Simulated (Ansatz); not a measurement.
System: GeNH3F, charge 0, doublet. GeNH3F (SMILES [NH2][GeH][F], doublet).
B3LYP-D3(BJ)/def2-TZVP minimum from Ansatz (a first-principles code):
```
N
H 1 1.0126
H 1 1.0130 2 109.67
Ge 1 1.8516 2 116.45 3 132.76
F 4 1.7644 1 101.33 2 -174.61
H 4 1.5724 5 105.78 1 111.69
```
Charge 0, spin multiplicity 2.

Atomisation energy term by term, kcal/mol (programs: Ansatz). Radicals and triplets start from unrestricted determinants; spin-orbit coupling is neglected. Correlated methods leave the cores frozen (noble-gas shells, and filled d and f shells in the p block). No relativity. CBS(X,Y): correlation extrapolated as X^-3, Hartree-Fock from the larger set. A bracket is a step between two methods taken in the basis named. Where a partner has so few electrons that a lower coupled-cluster level is exact, that level stands in.

```
term                               basis  kcal/mol
------------------  --------------------  --------
Hartree-Fock                     cc-pVQZ    288.53
CCSD correlation    CBS(cc-pVTZ,cc-pVQZ)    139.03
(T)                 CBS(cc-pVTZ,cc-pVQZ)      9.28
CCSDT(Q) - CCSD(T)               cc-pVDZ      0.90
sum: De                                      437.7
```
